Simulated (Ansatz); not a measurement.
Relaxation of Sn₃S₃ with RKS r2SCAN-D4/def2-SVP.

```sh
$ ansatz run in.yaml --threads 4 --pin off --events-out ev --progress --plain --max-ram 4787MiB
```

```yaml
crystal:
  periodic: [false, false, false]
  atoms:
    - {symbol: Sn, position_ang: [-0.388610, 0.382760, 1.594420]}
    - {symbol: Sn, position_ang: [2.047800, 1.037140, -0.658360]}
    - {symbol: Sn, position_ang: [-0.648450, -0.907520, -1.261460]}
    - {symbol: S, position_ang: [1.439630, -1.093100, 0.361410]}
    - {symbol: S, position_ang: [-0.309420, 1.667550, -0.721990]}
    - {symbol: S, position_ang: [-2.140950, -1.086830, 0.685980]}
basis:
  gaussian: {orbitals: def2-SVP}
hamiltonian: {xc: r2scan, dispersion: d4}
scf: {lower_state_search: "off"}
output: {orbitals: {seedname: orbitals}}
relax: {f_tol: 0.02, max_steps: 100}
```

Run time 13 s (4 threads of Arm Neoverse V1 on a shared host).

Positions (Å) and forces (eV/Å) at steps 1, 2, 3, 4 of 4:

```xyz
6
step=1 energy=-50001.3532 eV
Sn   -0.389    0.383    1.594   -0.570    0.111    1.226
Sn    2.048    1.037   -0.658    1.370    0.708   -0.444
Sn   -0.648   -0.908   -1.261   -0.764   -0.793   -0.804
S     1.440   -1.093    0.361    0.545   -0.520    0.193
S    -0.309    1.668   -0.722   -0.206    0.683   -0.295
S    -2.141   -1.087    0.686   -0.374   -0.188    0.123
6
step=2 energy=-50001.5620 eV
Sn   -0.487    0.375    1.734    0.076   -0.256   -0.765
Sn    2.214    1.122   -0.711   -0.454   -0.227    0.147
Sn   -0.767   -1.010   -1.332    0.205    0.397    0.677
S     1.483   -1.047    0.337   -0.047    0.207   -0.090
S    -0.243    1.677   -0.733    0.178   -0.143    0.044
S    -2.200   -1.116    0.705    0.041    0.022   -0.013
6
step=3 energy=-50001.6309 eV
Sn   -0.475    0.352    1.656   -0.017    0.019    0.086
Sn    2.187    1.108   -0.703    0.059    0.035   -0.019
Sn   -0.742   -0.968   -1.266   -0.034   -0.048   -0.069
S     1.491   -1.046    0.336    0.027   -0.029    0.011
S    -0.238    1.682   -0.736   -0.009    0.034   -0.019
S    -2.223   -1.128    0.712   -0.026   -0.012    0.009
6
step=4 energy=-50001.6318 eV
Sn   -0.477    0.351    1.662   -0.003    0.000    0.005
Sn    2.191    1.111   -0.703    0.000    0.000    0.001
Sn   -0.746   -0.971   -1.269   -0.004   -0.004   -0.003
S     1.494   -1.047    0.336   -0.011    0.019   -0.008
S    -0.237    1.685   -0.739    0.011   -0.018    0.007
S    -2.225   -1.129    0.714    0.007    0.003   -0.002
```

In the def2 sets Sn takes a core potential; there is no spin–orbit coupling. The structure comes from a short search, and lower isomers may exist.
